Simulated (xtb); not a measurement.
Method: GFN2-xTB run with xtb.

```
xtb start.xyz --ohess tight --gfn 2 --chrg 0 --uhf 0 --iterations 400

# start.xyz
13

C      1.978925    -0.363441    -0.242554
Ga    -0.012145     0.082491    -0.446388
C     -1.304369    -1.510129    -0.119231
C     -0.672680     1.827674     0.241861
H      2.475572     0.528073     0.152123
H      2.032346    -1.200625     0.503483
H      2.376439    -0.683004    -1.203601
H     -1.660553    -1.363495     0.926458
H     -0.730095    -2.430152    -0.168617
H     -2.099259    -1.398395    -0.870819
H     -0.984422     2.509225    -0.571547
H     -1.538533     1.726539     0.918936
H      0.138775     2.275240     0.879895
```

Output:

```
[...]
         :: -> dispersion             -0.005551534926 Eh    ::
         :: repulsion energy           0.160720036717 Eh    ::
         :: add. restraining           0.000000000000 Eh    ::
         :: total charge               0.000000000000 e     ::
         :::::::::::::::::::::::::::::::::::::::::::::::::::::

           -------------------------------------------------
          |                Numerical Hessian                |
           -------------------------------------------------
step length          :   0.00500
SCC accuracy         :   0.30000
Hessian scale factor :   1.00000
frozen atoms in %    :   0.00000    0
RMS gradient         :   0.00044
estimated CPU  time      0.01 min
estimated wall time      0.01 min

writing file <hessian>.

 projected vibrational frequencies (cm⁻¹)
eigval :       -0.00    -0.00     0.00     0.00     0.00     0.00
eigval :      -16.54    21.01    45.84   118.02   119.09   123.77
eigval :      439.88   511.38   511.81   545.27   553.62   554.40
eigval :      623.44   649.61   650.56  1261.97  1262.58  1276.51
eigval :     1446.54  1447.66  1448.27  1455.56  1456.18  1457.31
eigval :     2931.95  2933.79  2935.06  2936.69  2938.59  2941.18
eigval :     2942.60  2946.12  2947.15
           -------------------------------------------------
          |                Property Printout                |
           -------------------------------------------------

    * Orbital Energies and Occupations

         #    Occupation            Energy/Eh            Energy/eV
      -------------------------------------------------------------
         1        2.0000           -0.5781937             -15.7335
         2        2.0000           -0.5677779             -15.4500
         3        2.0000           -0.5676579             -15.4468
         4        2.0000           -0.5111756             -13.9098
         5        2.0000           -0.4629129             -12.5965
         6        2.0000           -0.4626189             -12.5885
         7        2.0000           -0.4602705             -12.5246
         8        2.0000           -0.4598160             -12.5122
         9        2.0000           -0.4594384             -12.5020
        10        2.0000           -0.4550426             -12.3823
        11        2.0000           -0.3770322             -10.2596
        12        2.0000           -0.3768072             -10.2534 (HOMO)
        13                         -0.2029094              -5.5214 (LUMO)
        14                         -0.1409777              -3.8362
        15                          0.0406142               1.1052
        16                          0.0420490               1.1442
        17                          0.0571027               1.5538
        18                          0.0596059               1.6220
        19                          0.1400727               3.8116
        20                          0.1848236               5.0293
        21                          0.1856774               5.0525
        22                          0.2070549               5.6343
        23                          0.2080193               5.6605
       ...                                ...                  ...
        30                          1.0907502              29.6808
      -------------------------------------------------------------
                  HL-Gap            0.1738979 Eh            4.7320 eV
             Fermi-level           -0.2898583 Eh           -7.8874 eV

     #   Z          covCN         q      C6AA      α(0)
     1   6 C        3.623    -0.164    24.189     7.089
     2  31 Ga       2.553     0.019   218.313    33.135
     3   6 C        3.623    -0.164    24.195     7.089
     4   6 C        3.623    -0.164    24.191     7.089
     5   1 H        0.924     0.055     2.259     2.350
     6   1 H        0.924     0.052     2.298     2.370
     7   1 H        0.924     0.051     2.305     2.374
     8   1 H        0.924     0.050     2.316     2.380
     9   1 H        0.924     0.055     2.262     2.352
    10   1 H        0.924     0.052     2.293     2.368
    11   1 H        0.924     0.050     2.317     2.380
    12   1 H        0.924     0.055     2.259     2.350
    13   1 H        0.924     0.053     2.289     2.366

 Mol. C6AA /au·bohr⁶  :       1810.303003
 Mol. C8AA /au·bohr⁸  :      77805.364158
 Mol. α(0) /au        :         75.693691

Wiberg/Mayer (AO) data.
largest (>0.10) Wiberg bond orders for each atom

 ---------------------------------------------------------------------------
     #   Z sym  total        # sym  WBO       # sym  WBO       # sym  WBO
 ---------------------------------------------------------------------------
     1   6 C    3.956 --     5 H    0.934     7 H    0.932     6 H    0.932
                             2 Ga   0.900     4 C    0.125     3 C    0.125
     2  31 Ga   3.244 --     1 C    0.900     3 C    0.900     4 C    0.900
     3   6 C    3.956 --     9 H    0.934    10 H    0.933     8 H    0.932
                             2 Ga   0.900     1 C    0.125     4 C    0.124
     4   6 C    3.956 --    12 H    0.933    13 H    0.933    11 H    0.932
                             2 Ga   0.900     1 C    0.125     3 C    0.124
     5   1 H    0.997 --     1 C    0.934
     6   1 H    0.997 --     1 C    0.932
     7   1 H    0.997 --     1 C    0.932
     8   1 H    0.997 --     3 C    0.932
     9   1 H    0.997 --     3 C    0.934
    10   1 H    0.997 --     3 C    0.933
    11   1 H    0.997 --     4 C    0.932
    12   1 H    0.997 --     4 C    0.933
    13   1 H    0.997 --     4 C    0.933
 ---------------------------------------------------------------------------

Topologies differ in total number of bonds
Writing topology from bond orders to xtbtopo.mol

molecular dipole:
                 x           y           z       tot (Debye)
 q only:        0.003       0.002       0.002
   full:        0.002       0.002      -0.002       0.009
molecular quadrupole (traceless):
                xx          xy          yy          xz          yz          zz
 q only:        0.486       0.004       0.438      -0.109       0.219      -0.924
  q+dip:        1.373       0.008       1.300      -0.341       0.502      -2.673
   full:       -0.666      -0.043      -0.665       0.172      -0.271       1.331

           -------------------------------------------------
          |                Geometry Summary                 |
           -------------------------------------------------

      molecular mass/u    :      114.8267405
   center of mass at/Å    :        0.0028777       0.0016400       0.0004341
  moments of inertia/u·Å² :        0.1091160E+03   0.1099039E+03   0.2096625E+03
rotational constants/cm⁻¹ :        0.1544927E+00   0.1533853E+00   0.8040367E-01

 * 9 selected distances

     #   Z          #   Z                                           value/Å
     1   6 C        5   1 H                                       1.0933556
     1   6 C        6   1 H                                       1.0939036
     1   6 C        7   1 H                                       1.0938686
     3   6 C        8   1 H                                       1.0939325
     3   6 C        9   1 H                                       1.0934080
     3   6 C       10   1 H                                       1.0937969
     4   6 C       11   1 H                                       1.0940492 (max)
     4   6 C       12   1 H                                       1.0934381
     4   6 C       13   1 H                                       1.0933319 (min)

 * 1 distinct bonds (by element types)

   Z      Z             #   av. dist./Å        max./Å        min./Å
   1 H    6 C           9     1.0936760     1.0940492     1.0933319

           -------------------------------------------------
          |               Frequency Printout                |
           -------------------------------------------------
 projected vibrational frequencies (cm⁻¹)
eigval :       -0.00    -0.00     0.00     0.00     0.00     0.00
eigval :      -16.54    21.01    45.84   118.02   119.09   123.77
eigval :      439.88   511.38   511.81   545.27   553.62   554.40
eigval :      623.44   649.61   650.56  1261.97  1262.58  1276.51
eigval :     1446.54  1447.66  1448.27  1455.56  1456.18  1457.31
eigval :     2931.95  2933.79  2935.06  2936.69  2938.59  2941.18
eigval :     2942.60  2946.12  2947.15
 reduced masses (amu)
   1:  9.12   2: 43.68   3: 45.02   4: 22.11   5: 32.33   6: 12.39   7:  1.42   8:  1.37
   9:  1.43  10: 16.18  11: 16.78  12: 28.10  13: 10.10  14: 23.92  15: 24.04  16:  2.53
  17:  2.56  18:  2.52  19:  5.82  20:  4.70  21:  4.65  22:  2.89  23:  2.89  24:  2.62
  25:  1.63  26:  1.65  27:  1.66  28:  1.60  29:  1.60  30:  1.65  31:  1.45  32:  1.95
  33:  1.80  34:  1.91  35:  1.93  36:  1.47  37:  1.48  38:  1.78  39:  1.76
 IR intensities (km·mol⁻¹)
   1:  0.00   2:  0.00   3:  0.00   4:  0.00   5:  0.00   6:  0.00   7:  0.01   8:  0.01
   9:  0.02  10:  2.79  11:  2.73  12:  0.48  13:  0.00  14: 73.06  15: 74.73  16:  0.09
  17:  0.76  18:  0.17  19:195.70  20:159.42  21:155.12  22:  1.60  23:  1.40  24:  0.00
  25:  0.31  26:  0.73  27:  0.23  28:  1.63  29:  1.17  30:  0.09  31:  0.47  32:  0.23
  33:  5.93  34:101.60  35:  0.60  36:  2.79  37:  3.38  38: 85.74  39: 84.91
 Raman intensities (Ä⁴*amu⁻¹)
   1:  0.00   2:  0.00   3:  0.00   4:  0.00   5:  0.00   6:  0.00   7:  0.00   8:  0.00
   9:  0.00  10:  0.00  11:  0.00  12:  0.00  13:  0.00  14:  0.00  15:  0.00  16:  0.00
  17:  0.00  18:  0.00  19:  0.00  20:  0.00  21:  0.00  22:  0.00  23:  0.00  24:  0.00
  25:  0.00  26:  0.00  27:  0.00  28:  0.00  29:  0.00  30:  0.00  31:  0.00  32:  0.00
  33:  0.00  34:  0.00  35:  0.00  36:  0.00  37:  0.00  38:  0.00  39:  0.00
 output can be read by thermo (or use thermo option).
Molecule has no symmetry elements
It seems to be the C1 point group
 writing <g98.out> molden fake output.
 recommended (thermochemical) frequency scaling factor: 1.0
           -------------------------------------------------
          |             Thermodynamic Functions             |
           -------------------------------------------------

c1  symmetry found (for desy threshold:  0.10E+00) used in thermo
 inverting freq            1   16.540014249012895

          ...................................................
          :                      SETUP                      :
          :.................................................:
          :  # frequencies                          33      :
          :  # imaginary freq.                       0      :
          :  linear?                             false      :
          :  only rotor calc.                    false      :
          :  symmetry                               c1      :
          :  rotational number                       1      :
          :  scaling factor                  1.0000000      :
          :  rotor cutoff                   50.0000000 cm⁻¹ :
          :  imag. cutoff                  -20.0000000 cm⁻¹ :
          :.................................................:

    mode    ω/cm⁻¹     T·S(HO)/kcal·mol⁻¹    T·S(FR)/kcal·mol⁻¹   T·S(vib)
   ------------------------------------------------------------------------
       1     16.54    -2.09045 (  1.18%)    -1.38216 ( 98.82%)    -1.39054
       2     21.01    -1.94892 (  3.02%)    -1.31179 ( 96.98%)    -1.33104
       3     45.84    -1.48756 ( 41.40%)    -1.08153 ( 58.60%)    -1.24961
       4    118.02    -0.93397 ( 96.88%)    -0.80184 (  3.12%)    -0.92985
       5    119.09    -0.92877 ( 96.99%)    -0.79916 (  3.01%)    -0.92486
       6    123.77    -0.90655 ( 97.41%)    -0.78775 (  2.59%)    -0.90347
   ------------------------------------------------------------------------

   temp. (K)  partition function   enthalpy   heat capacity  entropy
                                   cal/mol     cal/K/mol   cal/K/mol   J/K/mol
 298.15  VIB  0.157E+05             4078.248     20.256     27.618
         ROT  0.121E+06              888.752      2.981     26.241
         INT  0.190E+10             4967.000     23.237     53.859
         TR   0.119E+28             1481.254      4.968     40.112
         TOT                        6448.2543    28.2055    93.9710   393.1745

       T/K    H(0)-H(T)+PV         H(T)/Eh          T*S/Eh         G(T)/Eh
   ------------------------------------------------------------------------
    298.15    0.102759E-01    0.111540E+00    0.446486E-01    0.668918E-01
   ------------------------------------------------------------------------

         :::::::::::::::::::::::::::::::::::::::::::::::::::::
         ::                  THERMODYNAMIC                  ::
         :::::::::::::::::::::::::::::::::::::::::::::::::::::
         :: total free energy         -12.087523008577 Eh   ::
         ::.................................................::
         :: total energy              -12.154414775104 Eh   ::
         :: zero point energy           0.101264454821 Eh   ::
         :: G(RRHO) w/o ZPVE           -0.034372688293 Eh   ::
         :: G(RRHO) contrib.            0.066891766527 Eh   ::
         :::::::::::::::::::::::::::::::::::::::::::::::::::::
imag cut-off (cm-1) :    5.00
 found            1  significant imaginary frequency
 writing imag mode distorted coords to xtbhess.xyz
 for further optimization.

optimized geometry written to: xtbopt.xyz

           -------------------------------------------------
          | TOTAL ENERGY              -12.154414775104 Eh   |
          | TOTAL ENTHALPY            -12.042874372891 Eh   |
          | TOTAL FREE ENERGY         -12.087523008577 Eh   |
          | GRADIENT NORM               0.000438375347 Eh/α |
          | HOMO-LUMO GAP               4.732001792451 eV   |
           -------------------------------------------------

------------------------------------------------------------------------
```

Cost: about 0.8 core-seconds (a rough figure).
